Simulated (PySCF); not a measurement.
Ligand exchange on a metal centre used in film growth or etching (Sc Cl-F). Gas-phase values, no solvent.

Computed with B3LYP-D3(BJ)/def2-TZVP // PBE-D3(BJ)/def2-SVP in PySCF. All candidates: neutral, multiplicity 1. B3LYP has the VWN-RPA correlation part, as in Gaussian. 

- HOMO–LUMO gap: 5.71 eV
- LUMO: -3.28 eV
- HOMO: -9.00 eV

### Question
Identify which member has these values.
(A) [Sc(Cl)2(F)]
(B) [Sc(F)3]
(C) [Sc(Cl)3]
(D) [Sc(Cl)(F)2]

### Answer
D, [Sc(Cl)(F)2]. The others give [Sc(F)3]: 7.88 eV, -3.04 eV, -10.92 eV; [Sc(Cl)3]: 5.34 eV, -3.64 eV, -8.97 eV; [Sc(Cl)2(F)]: 5.54 eV, -3.49 eV, -9.02 eV
